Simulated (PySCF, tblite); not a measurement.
Isomers of C5H5F4O (doublet state). Computed values, GFN2-xTB/tblite, gas phase, harmonic and unscaled. Errors from tens to a few hundred cm⁻¹ against measured bands are possible. One conformer each. Open shells enter through the occupations alone, without spin polarisation, and single modes of such species can be off by tens of per cent.

Electronic energies: B3LYP/pcH-1 single points on the GFN2-xTB geometries (PySCF, gas phase).

```json
{"SMILES": "C=CO[C@H](F)[CH]C(F)(F)F", "electronic energy, lowest = 0 (kJ/mol)": "47.7"}
{"SMILES": "[CH2]O/C=C(/CF)C(F)(F)F", "electronic energy, lowest = 0 (kJ/mol)": "68.7"}
{"SMILES": "F[C]1COC[C@H]1C(F)(F)F", "electronic energy, lowest = 0 (kJ/mol)": "0.0"}
```

Problem. How do GFN2-xTB zero-point energies change the relative energies?

Solution. 
| SMILES | ZPE (kJ/mol) | of it from modes above 1550 cm⁻¹ | electronic (kJ/mol) | with ZPE, lowest = 0 (kJ/mol) | lowest mode (cm⁻¹) | rings |
| --- | --- | --- | --- | --- | --- | --- |
| F[C]1COC[C@H]1C(F)(F)F | 251.0 | 86.8 | 0.0 | 0.0 | 46 | 1 |
| C=CO[C@H](F)[CH]C(F)(F)F | 240.1 | 101.5 | 47.7 | 36.8 | 13 | 0 |
| [CH2]O/C=C(/CF)C(F)(F)F | 241.1 | 100.4 | 68.7 | 58.8 | 4i | 0 |

The zero-point energies span 10.9 kJ/mol, from `C=CO[C@H](F)[CH]C(F)(F)F` to `F[C]1COC[C@H]1C(F)(F)F`. Slightly imaginary modes are left out of the zero-point energy: `[CH2]O/C=C(/CF)C(F)(F)F` 4.4i cm⁻¹. The order is unchanged.

Problem. And how do the electronic energies of GFN2-xTB itself compare?

Solution. `F[C]1COC[C@H]1C(F)(F)F` 0.0; `C=CO[C@H](F)[CH]C(F)(F)F` 109.5; `[CH2]O/C=C(/CF)C(F)(F)F` 69.7 kJ/mol, lowest = 0. Against the energies above, taken from the same isomer `F[C]1COC[C@H]1C(F)(F)F`, the largest difference is 61.8 kJ/mol.
